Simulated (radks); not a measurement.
The numbers below are computed, except where a source is named.
Q: All-electron atom: Hf II in [Xe] 4f14 5d1 6s2. Code: a radial shooting solver on a logarithmic mesh with Libxc functionals. Model: Dirac Kohn-Sham, LDA (Slater exchange, Perdew-Wang correlation), spin-unpolarised, spherical densities, finite nucleus; open shells are shared between the two j in proportion to 2j + 1; Fermi nuclear charge, rms radius 5.347 fm. Some entries of the table are withheld. Estimate them.

orbital  occ.  eigenvalue (eV)  <r^2> (bohr^2)  r(max) (bohr)
1s1/2       2        -65131.63       0.0004959        0.01191
2s1/2       2        -11141.33        0.007593        0.06831
2p1/2       2        -10647.21             (1)        0.05092
2p3/2       4        -9456.744             (2)        0.05755
3s1/2       2        -2545.128         0.04978         0.1926
3p1/2       2        -2325.006             (3)         0.1804
3p3/2       4        -2069.964             (4)         0.1942
3d3/2       4        -1695.090         0.04083         0.1523
3d5/2       6        -1639.409         0.04266         0.1561
4s1/2       2        -519.5204          0.2481         0.4380
4p1/2       2        -429.2680          0.2569         0.4383
4p3/2       4        -370.6806          0.2938         0.4675
4d3/2       4        -221.8426          0.3248         0.4659
4d5/2       6        -211.1126          0.3391         0.4753
5s1/2       2         -76.3727           1.445          1.015
5p1/2       2         -50.6292           1.803          1.097
5p3/2       4         -42.6926           2.127          1.184
4f5/2       6         -27.3457          0.5780         0.4511
4f7/2       8         -25.5963          0.6020         0.4564
6s1/2       2         -12.0757           10.77          2.715
5d3/2     0.4         -11.2905           5.363          1.608
5d5/2     0.6         -10.7185           5.734          1.659
6p1/2       0          -7.5780           16.29          3.302
6p3/2       0          -6.8334           18.70          3.562
7s1/2       0          -3.2444           58.85          6.655
6d3/2       0          -2.3181           59.14            (5)
6d5/2       0          -2.2575           61.88            (6)
5f5/2       0          -1.0194           181.3          9.978
5f7/2       0          -1.0189           181.7          9.992

A: 
(1) 2p1/2 <r^2> (bohr^2): 0.005436
(2) 2p3/2 <r^2> (bohr^2): 0.006642
(3) 3p1/2 <r^2> (bohr^2): 0.04576
(4) 3p3/2 <r^2> (bohr^2): 0.05244
(5) 6d3/2 r(max) (bohr): 6.151
(6) 6d5/2 r(max) (bohr): 6.299
